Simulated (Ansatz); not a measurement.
Correlation energies of C2H8AlGaO (`CO[CH2][AlH][GaH2]`) by basis set

Cartesian coordinates in Å:
```
C -0.964 1.293 0.699
O -0.396 0.209 -0.007
C 0.705 0.545 -0.888
Al 1.406 -1.315 -1.186
Ga -0.217 -1.919 0.597
H -1.345 2.041 -0.004
H -0.221 1.758 1.356
H -1.788 0.904 1.298
H 0.317 1.128 -1.732
H 1.412 1.190 -0.345
H 2.562 -1.619 -2.239
H -1.681 -2.450 0.337
H 0.209 -1.766 2.116
```

Total charge 0; spin multiplicity 1. Correlated methods include outer-core shells of Ga, which these sets cover unevenly. Scalar relativity is left out up to krypton. The geometry is a stationary point of PBE0-D4/def2-TZVP. It is one conformer, not always the lowest. Frozen core, restricted reference, Ansatz.

```tsv
basis	HF (Eh)	MP2 corr.	CCSD corr.	(T)	CCSD(T) total
def2-SVP	-2319.93288	-0.75026	?	-0.02378	?
def2-TZVPP	-2320.44130	-0.90105	?	?	?
def2-QZVPP	?	-1.19518	–	–	–
```

**Question.** Fill in the withheld values. (Best estimate.)

**Answer.** The calculation gave: def2-SVP CCSD corr.: -0.79883; def2-SVP CCSD(T) total: -2320.75549; def2-TZVPP CCSD corr.: -0.94520; def2-TZVPP (T): -0.03687; def2-TZVPP CCSD(T) total: -2321.42337; def2-QZVPP HF (Eh): -2320.49580.
